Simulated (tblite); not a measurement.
A tight-binding relaxation on `[SH][GeH2][N]1CCCC1`.

Computed with GFN2-xTB geometry optimisation, gas phase (tblite 0.8.0). Start geometry: from a force field or distance geometry. The command runs a driver script over a list of jobs; the input below is this job's line of settings and its coordinates in Å.

Command:
```bash
OMP_NUM_THREADS=1 python probes_run.py task.json out
```

Input:
```
{"job": {"kind": "relax", "xc": "GFN2-xTB", "basis": "xTB"}, "charge": 0, "multiplicity": 1}
S      2.872400     1.444000     2.099200
Ge     0.987000     1.480300     0.876400
N      0.541800    -0.317400     0.584600
C     -0.817400    -0.559900     1.057000
C     -1.649500    -0.972300    -0.112600
C     -0.924100    -0.250500    -1.248600
C      0.522400    -0.539200    -0.852400
H      3.661100     0.422000     1.536000
H     -0.137300     2.253800     1.576400
H      1.368800     2.067800    -0.479400
H     -0.743900    -1.358000     1.841000
H     -1.182100     0.393900     1.477300
H     -1.497000    -2.046600    -0.290100
H     -2.700300    -0.682500    -0.042300
H     -1.191200    -0.665500    -2.221500
H     -1.060800     0.851200    -1.173300
H      1.221600     0.114200    -1.393500
H      0.719300    -1.629100    -1.040000
```

Output:
```
step      E/eV     max force
  0    -606.38085    1.703
  1    -606.52574    1.077
  2    -606.62992    0.790
  3    -606.69071    0.907
  4    -606.75777    0.793
  5    -606.79734    0.375
  6    -606.81742    0.333
  7    -606.82995    0.269
  8    -606.83937    0.281
  9    -606.85009    0.271
... (139 lines left out)
149    -607.06414    0.016
150    -607.06421    0.018
151    -607.06431    0.019
152    -607.06442    0.025
153    -607.06452    0.025
154    -607.06460    0.017
155    -607.06465    0.013
156    -607.06469    0.012
157    -607.06471    0.011
158    -607.06472    0.009
```

«max force» is the largest atomic force in eV/Å.

Problem. From which step on does the largest force stay under 0.1 eV/Å, and how much energy is left to gain from there?

Solution. From step 88 (0.082 eV/Å), 26.3 meV above the end.

Main results: energy lowered by 15.8 kcal/mol over 158 steps; largest atomic force 0.009 eV/Å at the end.

Problem. How long does this job take on one thread of an Arm Neoverse N1, shared host with 64 logical CPUs at a one-minute load of 56?

Solution. About 2.0 s.
Labels such as C1 count atoms from 1, the log's own numbers from 0.
